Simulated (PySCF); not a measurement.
## Electric field gradients and quadrupole coupling constants

Species: C₄H₈O₂Si₂.
Z-matrix (Å and degrees, GFN2-xTB geometry), rows numbered from 1:
```
C 
C   1  1.3302
O   2  1.3623  1  118.70
Si  3  1.6237  2  129.60  1  -178.39
C   4  1.8841  3  109.27  2    28.39
C   5  1.3337  4  121.17  3   -27.17
Si  6  1.8821  5  122.06  4    -2.95
O   7  1.6290  2  111.56  1    25.29
H   1  1.0777  2  122.15  3    -0.58
H   1  1.0742  2  120.30  3  -179.95
H   4  1.4589  3  101.40  2   147.24
H   4  1.4671  3  109.50  2   -91.82
H   5  1.0846  4  119.27  3   150.63
H   6  1.0868  5  119.58  4   178.03
H   7  1.4606  2  111.47  1   -87.41
H   8  0.9535  7  122.10  2    55.08
```

Field gradients from the PBE0/pcSseg-1 density (PySCF, non-relativistic), principal values in atomic units, ordered |Vxx| ≤ |Vyy| ≤ |Vzz|:

```json
{"atom": "O3", "Vxx": "-0.6590", "Vyy": "-0.9144", "Vzz": "1.5734"}
{"atom": "O8", "Vxx": "-0.4062", "Vyy": "-1.0956", "Vzz": "1.5017"}
```

Find the asymmetry η = (Vxx − Vyy)/Vzz and the couplings χ = eQV/h (234.96 MHz × Q in barn × V in au), with Q(17O) = −0.0256 b.

| atom | environment | nucleus | η | χzz (MHz) | χxx (MHz) | χyy (MHz) |
| --- | --- | --- | --- | --- | --- | --- |
| O3 | silyl ether oxygen | 17O | 0.16 | -9.46 | 3.96 | 5.50 |
| O8 | silanol oxygen | 17O | 0.46 | -9.03 | 2.44 | 6.59 |

What is Vzz at O8 in SI units (1 au = 9.71736 × 10²¹ V/m²)?

1.5017 au = 14.593 × 10²¹ V/m².

And the gradient at the other heavy atoms, for which no coupling is worked out here?

```csv
atom,environment,Vzz (au),η
C1,terminal =CH2 carbon,0.231,0.40
C2,vinylic carbon bearing oxygen,-0.460,0.17
Si4,oxygen-bound silicon,0.522,0.34
C5,alkene CH carbon,0.397,0.34
C6,alkene CH carbon,0.401,0.37
Si7,oxygen-bound silicon,0.378,0.73
```

What couplings would deuterons (Q(2H) = 0.00286 b) have in place of the hydrogens, at this geometry?

```
atom  bonded to  bond length (Å)  Vzz (au)     η  χzz (kHz)
  H9         C1            1.078    0.3379  0.05        227
 H10         C1            1.074    0.3423  0.07        230
 H11        Si4            1.459    0.1625  0.02        109
 H12        Si4            1.467    0.1562  0.03        105
 H13         C5            1.085    0.3239  0.03        218
 H14         C6            1.087    0.3199  0.02        215
 H15        Si7            1.461    0.1628  0.02        109
 H16         O8            0.954    0.5113  0.05        344
```

One conformer (not necessarily the lowest) at the GFN2-xTB geometry, without solvent, vibrations or thermal averaging. GFN2-xTB bond lengths can be off by several hundredths of an ångström, more for odd bonds, and the gradients follow them. With a basis this small, the couplings can be 20 % off.
